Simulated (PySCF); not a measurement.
Electron correlation in Si²⁺ (silicon, charge +2)

[Ne] 3p2, high-spin 3P determinant (an excited configuration). Calculation: PySCF 2.14, in def2-TZVPPD (6s5p4d1f, 48 functions); the non-relativistic Hamiltonian (point nucleus). Frozen: 1s2; 10 electrons correlated.

```json
{"level": "CCSD", "correlation energy (mhartree)": "-154.92"}
{"level": "(T)", "correlation energy (mhartree)": "-0.98"}
{"level": "CCSD(T)", "correlation energy (mhartree)": "-155.90"}
```

Diagnostics: T1 = 0.0032, D1 = 0.0076, largest double amplitude 0.063.

Cost of the coupled-cluster step: of the order of 6 core-seconds, for 10 correlated electrons.

Iterations:

```
CC2 = 0
CCSD nocc = (np.int64(6), np.int64(4)), nmo = (47, 47)
frozen orbitals [[0], [0]]
max_cycle = 100
direct = 0
conv_tol = 1e-08
conv_tol_normt = 1e-06
diis_space = 8
diis_start_cycle = 0
Init t2, MP2 energy = -0.14843471893953
Init E_corr(UCCSD) = -0.14843471893986
cycle = 1  E_corr(UCCSD) = -0.152951914940966  dE = -0.004517196  norm(t1,t2) = 0.0241315
cycle = 2  E_corr(UCCSD) = -0.154392480812442  dE = -0.00144056587  norm(t1,t2) = 0.0086996
cycle = 3  E_corr(UCCSD) = -0.154928229678387  dE = -0.000535748866  norm(t1,t2) = 0.00349187
cycle = 4  E_corr(UCCSD) = -0.154922272716248  dE = 5.95696214e-06  norm(t1,t2) = 0.000216117
cycle = 5  E_corr(UCCSD) = -0.15491456874852  dE = 7.70396773e-06  norm(t1,t2) = 4.28194e-05
cycle = 6  E_corr(UCCSD) = -0.154915411656364  dE = -8.42907843e-07  norm(t1,t2) = 8.02714e-06
cycle = 7  E_corr(UCCSD) = -0.154915370631485  dE = 4.10248782e-08  norm(t1,t2) = 1.42817e-06
cycle = 8  E_corr(UCCSD) = -0.154915361707197  dE = 8.92428845e-09  norm(t1,t2) = 3.20546e-07
UCCSD converged
E(UCCSD) = -287.595045872147  E_corr = -0.1549153617071969
UCCSD(T) correction = -0.000976608350478556
```

This basis was not built for core-valence correlation, so the inner-shell part is incomplete.
